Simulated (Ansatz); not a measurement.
BeF2⁻: single points at one geometry.

```yaml
crystal:
  periodic: [false, false, false]
  atoms:
    - {symbol: Be, position_ang: [-0.252650, -0.325298, -0.037755]}
    - {symbol: F, position_ang: [-0.472348, 0.745488, -0.996623]}
    - {symbol: F, position_ang: [0.724998, -0.420190, 1.034388]}
basis:
  gaussian: {orbitals: def2-TZVPD, initial_orbitals: start.molden}
total_charge: -1
magnetization: {spin_polarized: true, initial_magnetization: 1}
hamiltonian: {xc: {text: "exchange = 0.50*pbe_x + 0.50*exact_x\ncorrelation = pbe_c"}}
scf: {omitted_lower_state_checks: [starts]}
output: {orbitals: {seedname: orbitals}}
```

The file start.molden holds the orbitals of an earlier run on this structure, at another level or in another basis.

```sh
$ ansatz run in.yaml --threads 4 --pin off --events-out ev --progress --plain --max-ram 3916MiB
```

Output, abridged:

```
Functional definition: unnamed
595 factors; their error is unknown
mean field evaluation 1: about -5835.9128 eV, gradient 5.5e0 eV
mean field evaluation 2: about -5835.9812 eV, gradient 1.1e-1 eV
mean field evaluation 4: about -5836.0175 eV, gradient 8.0e-4 eV
mean field evaluation 8: about -5836.0175 eV, gradient 1.8e-5 eV
mean field -5836.01746637 eV, -214.4696860944 hartree, gradient 1.8e-5 eV, S^2 0.750514; 0 other end points of the search recorded, 0 dependent functions left out
reference -5836.01749385 eV, -214.4696871043 hartree; 12, 11 occupied and 90, 91 virtual orbitals, 595 factors
Total energy: -5836.01749385 eV, -214.4696871043 hartree
Checks for a lower state left out: starts
```

Hardware: 4 threads of Arm Neoverse V1 on a shared host. Wall time 0.6 s.

As the first input, with `gaussian: {orbitals: def2-SVPD, initial_orbitals: start.molden}`, `hamiltonian: {xc: pbe, dispersion: d4}` (abridged; 0.45 s):

```
Functional definition: PBE
mean field -5829.07895552 eV, -214.2147005237 hartree, gradient 1.3e-5 eV, S^2 0.750829
Total energy: -5829.10777623 eV, -214.2157596653 hartree
Checks for a lower state left out: starts
```

First input, but with `hamiltonian: {xc: {text: "exchange = 0.90*pbe_x + 0.10*exact_x\ncorrelation = pbe_c"}}` (abridged; 0.7 s):

```
Functional definition: unnamed
mean field -5835.86558348 eV, -214.4641045012 hartree, gradient 1.9e-5 eV, S^2 0.750791
Total energy: -5835.86562875 eV, -214.4641061647 hartree
Checks for a lower state left out: starts
```

As the first input, with `hamiltonian: {xc: {text: "exchange = 0.95*pbe_x + 0.05*exact_x\ncorrelation = pbe_c"}}` (abridged; 0.65 s):

```
Functional definition: unnamed
mean field -5835.87261239 eV, -214.4643628087 hartree, gradient 6.4e-6 eV, S^2 0.750849
Total energy: -5835.87265965 eV, -214.4643645455 hartree
Checks for a lower state left out: starts
```

As the first input, with `gaussian: {orbitals: def2-SVPD, initial_orbitals: start.molden}`, `hamiltonian: {xc: pbe0, dispersion: d4}` (abridged; 0.45 s):

```
Functional definition: PBE0
mean field -5829.05545284 eV, -214.2138368163 hartree, gradient 1.7e-5 eV, S^2 0.750597
Total energy: -5829.07910120 eV, -214.2147058774 hartree
Checks for a lower state left out: starts
```

First input, but with `hamiltonian: {xc: {name: r2SCANh}, dispersion: d4}` (abridged; 1.4 s):

```
Functional definition: r2SCANh
mean field -5839.01251256 eV, -214.5797520118 hartree, gradient 9.6e-6 eV, S^2 0.751071
Total energy: -5839.01947419 eV, -214.5800078468 hartree
Checks for a lower state left out: starts
```

First input, but with `hamiltonian: {xc: pbe0, dispersion: d4}` and without the key `scf` (abridged; 0.85 s):

```
Functional definition: PBE0
mean field evaluation 16: about -5835.8804 eV, gradient 9.5e-3 eV
mean field -5835.88036529 eV, -214.4646477228 hartree, gradient 2.2e-5 eV, S^2 0.750654; 1 other end points of the search recorded, 0 dependent functions left out
Total energy: -5835.90401474 eV, -214.4655168237 hartree
```

Geometry: PBE-D4/def2-TZVPD.

At PBE with 50 % exact exchange/def2-TZVPD, PBE-D4/def2-SVPD, PBE with 10 % exact exchange/def2-TZVPD, PBE with 5 % exact exchange/def2-TZVPD and others the highest occupied level of the charge -1 doublet lies above zero (up to 1.99 eV). By energy differences its removal costs 0.58 eV (vertical, to the charge 0 singlet, at CCSD(T)/def2-TZVPPD). The structure comes from a short search, and lower isomers may exist.
